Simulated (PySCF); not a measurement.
Compound: C₂H₅AlFN.
Cartesian coordinates in Å at the PBE0-D3(BJ)/def2-SVP level; atoms count from 1:
```
atom  x, y, z in Å
C1    -2.1889    0.1352   -0.1826
C2    -0.7506    0.0566   -0.0671
N3     0.3944   -0.0111    0.0263
Al4    2.4291   -0.1129    0.1876
F5     2.5326   -1.6098    0.9593
H6    -2.5305    1.1393    0.1071
H7    -2.6513   -0.6086    0.4822
H8    -2.4906   -0.0682   -1.2199
H9     2.6884    1.1606    1.1134
H10    2.8210   -0.1038   -1.3592
```

Theory: PBE0-D3(BJ)/def2-SVP geometry optimisation, gas phase in PySCF 2.14.0.

**Question.** Which atoms are bound to Al4, and at what distances?

**Answer.** 4 atoms: H9 1.596 Å, H10 1.596 Å, F5 1.687 Å, N3 2.044 Å. The nearest atom not counted as bound is C2, at 3.19 Å.

**Question.** List the angles at Al4.

**Answer.** 
```json
{"angle": "H9–Al4–H10", "degrees": "121.2", "distance of the outer atoms (Å)": "2.78"}
{"angle": "F5–Al4–H10", "degrees": "115.7", "distance of the outer atoms (Å)": "2.78"}
{"angle": "F5–Al4–H9", "degrees": "115.6", "distance of the outer atoms (Å)": "2.78"}
{"angle": "N3–Al4–H9", "degrees": "99.7", "distance of the outer atoms (Å)": "2.80"}
{"angle": "N3–Al4–H10", "degrees": "99.7", "distance of the outer atoms (Å)": "2.80"}
{"angle": "N3–Al4–F5", "degrees": "98.1", "distance of the outer atoms (Å)": "2.83"}
```

**Question.** What is the shape at Al4?

**Answer.** Distorted tetrahedral: angles from 98.1° to 121.2°; τ4 = (360° − α − β)/141° = 0.87 with α and β the two widest (0 for a square, 1 for a tetrahedron).

**Question.** What are the other bond lengths?

**Answer.** C1–C2 1.445 Å; C2≡N3 1.151 Å; C1–H6, C1–H7, C1–H8 1.099 Å.

**Question.** Give some angles away from the centre.

**Answer.** C1–C2–N3 179.7°, C2–N3–Al4 179.5°.

**Question.** What are the rotational constants (commonest isotopes, rigid rotor)?

**Answer.** A = 12274, B = 1513, C = 1388 MHz: a near-prolate asymmetric top.

Charge 0, singlet. Not checked by PBE0-D3(BJ)/def2-SVP frequencies.

On an Arm Neoverse V1 with one thread, no GPU, shared host, this took 28 s wall and 0.40 GiB of memory at its peak. This is the geometry optimisation.
